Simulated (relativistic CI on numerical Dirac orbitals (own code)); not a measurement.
## Mn4+: 3d valence photoemission

Computed with this model: Dirac-Coulomb-Breit CI, separate exchange-only KLI orbitals for each configuration, QED by a radiative potential, multiplet model of photoemission in the sudden approximation, unscaled Slater integrals; configurations [Ar] 3d3 → [Ar] 3d2; 300 K; Lorentzian 0.21 eV and Gaussian 0.5 eV FWHM. Energies are those of the free ion, without screening or charge transfer. The energies are binding energies and can lie tens of eV above those of solids. S is read from ⟨S²⟩ = S(S + 1).

Field parameters in Wybourne normalisation: Td as Oh with Dq negative (B⁴₀ = 21Dq, B⁴₄ = √(5/14) B⁴₀). The field is a parameter set, without covalency.

free ion: ground-state S = 1.50, centroid 71.96 eV. Peaks (eV, height): 71.4 (100), 74.1 (26).

Td, 10Dq = -2200 cm⁻¹: ground-state S = 1.50, centroid 72.00 eV. Peaks (eV, height): 71.5 (100), 74.3 (28).

Td, 10Dq = -6150 cm⁻¹: ground-state S = 1.50, centroid 72.10 eV. Peaks (eV, height): 71.0 (83), 71.8 (100), 74.6 (39).

Td, 10Dq = -10050 cm⁻¹: ground-state S = 1.50, centroid 72.21 eV. Peaks (eV, height): 70.8 (89), 72.0 (100), 72.9 (71), 75.0 (34).

Td, 10Dq = -13950 cm⁻¹: ground-state S = 1.50, centroid 72.31 eV. Peaks (eV, height): 70.5 (91), 72.3 (100), 73.4 (79), 75.5 (26).

Td, 10Dq = -17850 cm⁻¹: ground-state S = 1.50, centroid 72.42 eV. Peaks (eV, height): 70.3 (93), 72.5 (100), 73.9 (84), 76.1 (18).

Strongest unbroadened transitions for free ion:

| Energy (eV) | Relative strength |
| --- | --- |
| 71.30 | 1.0 |
| 71.35 | 17.6 |
| 71.39 | 2.8 |
| 71.40 | 100.0 |
| 71.43 | 0.4 |
| 71.44 | 19.0 |
| 71.49 | 41.2 |
| 71.50 | 2.3 |
| 71.55 | 5.1 |
| 71.60 | 1.8 |
| 74.02 | 0.1 |
| 74.03 | 0.8 |
| 74.05 | 2.1 |
| 74.09 | 6.9 |
| 74.10 | 17.1 |
| 74.13 | 16.5 |
| 74.15 | 2.1 |
| 74.19 | 2.2 |
